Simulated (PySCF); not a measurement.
P (phosphorus, neutral) across methods

[Ne] 3s2 3p2 4s1, high-spin 4P determinant (an excited configuration). Calculation: PySCF 2.14, in aug-cc-pwCVQZ (10s9p7d5f3g, 134 functions); no relativity, point nucleus.

| method | E (hartree) | mean ε 3s β (eV) | mean ε 3p α (eV) | mean ε 4s α (eV) | Σ⟨r²⟩ (bohr²) | ⟨S²⟩ |
| --- | --- | --- | --- | --- | --- | --- |
| r2SCAN0 | -340.9812 | -17.868 | -11.470 | -2.238 | 54.07 | 3.759 |
| UHF | -340.46875 | -20.134 | -14.525 | -3.122 | 54.80 | 3.763 |
| LDA | -339.7500 | -16.720 | -9.741 | -1.937 | 53.22 | 3.751 |
| PBE0 | -340.8868 | -17.784 | -11.146 | -2.276 | 53.94 | 3.755 |
| revPBE | -340.9572 | -16.481 | -9.815 | -1.870 | 53.95 | 3.754 |
| PBE | -340.8604 | -16.540 | -9.805 | -1.882 | 53.69 | 3.753 |
| M06 | -340.9999 | -17.791 | -10.704 | -2.124 | 54.05 | 3.752 |

Question: Estimate the same row for r2SCAN.

Answer: E (hartree) = -340.9820; mean ε 3s β (eV) = -16.722; mean ε 3p α (eV) = -10.291; mean ε 4s α (eV) = -1.862; Σ⟨r²⟩ (bohr²) = 54.19; ⟨S²⟩ = 3.759.

The outer electron is Rydberg-like, and this basis confines it to a smaller radius and binds it less than a complete one would.
